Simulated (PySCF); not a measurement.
Coordinates in bohr (charge 0 multiplicity 1):
```
Mo    0.0000    0.0000    0.0763
O     2.5529    0.0000    1.9863
O    -2.5529    0.0000    1.9863
F     0.0000    2.9068   -1.8722
F     0.0000   -2.9068   -1.8722
```

Computed with PBE in PySCF with Mo def2-SVP with ECP28, O def2-SVP, F def2-SVP; scalar-relativistic core potentials, no spin–orbit coupling; density-fitted integrals.

This geometry of MoO₂F₂ is a stationary point at this level.

Problem. What is the point group?

Solution. C2v.

Problem. Is it a minimum?

Solution. Yes: all harmonic wavenumbers are real.

Problem. What are the dipole moment and the gap between the highest occupied and lowest empty levels?

Solution. 1.09 D and 4.19 eV.

Problem. Give the atomic charges and bond orders.

Solution. 
| atom | Mulliken | Löwdin | polar tensor | Mayer order to Mo1 |
| --- | --- | --- | --- | --- |
| Mo1 | 1.14 | 0.34 | 2.25 | – |
| O2,3 | -0.28 | -0.07 | -0.59 | 2.13 |
| F4,5 | -0.29 | -0.10 | -0.54 | 1.05 |

Other isomers or separated fragments may lie lower.
